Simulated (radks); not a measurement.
Values are calculated unless marked as measured or tabulated.
Excited configurations of the holmium ion Ho3+: one electron is placed in a higher orbital outside [Xe] 4f9. The ground configuration is [Xe] 4f10. Code: a radial shooting solver on a logarithmic mesh with Libxc functionals. Model: Dirac Kohn-Sham, PBEsol, spin-unpolarised, spherical densities, point nucleus; open shells fill j = l - 1/2 first. Excitation = E - E(ground); binding = E(ion) - E, where the ion is the core of charge +4; n* = 4/sqrt(2 binding) in atomic units, and the quantum defect is n - n*.

5f5/2: excitation (eV) 30.443; binding (eV) 14.102; n* 3.929; quantum defect 1.071
6s1/2: excitation (eV) 15.175; binding (eV) 29.370; n* 2.723; quantum defect 3.277
6d3/2: excitation (eV) 28.656; binding (eV) 15.888; n* 3.702; quantum defect 2.298
6f5/2: excitation (eV) 35.191; binding (eV) 9.353; n* 4.824; quantum defect 1.176
7p1/2: excitation (eV) 30.990; binding (eV) 13.554; n* 4.008; quantum defect 2.992
7f5/2: excitation (eV) 37.998; binding (eV) 6.546; n* 5.767; quantum defect 1.233

The Delta-SCF ionisation energy is 44.544 eV (NIST Atomic Spectra Database: 42.5 eV, semi-empirical). Self-interaction in the functional shifts the binding energies and quantum defects, so they are the method's values and not measured ones. Spin polarisation and multiplet splitting are left out, so open shells lie too high by an amount that depends on their filling.

Beside tabulated values, note that spin-unpolarised runs miss the spin-polarisation part of the exchange energy of open shells.
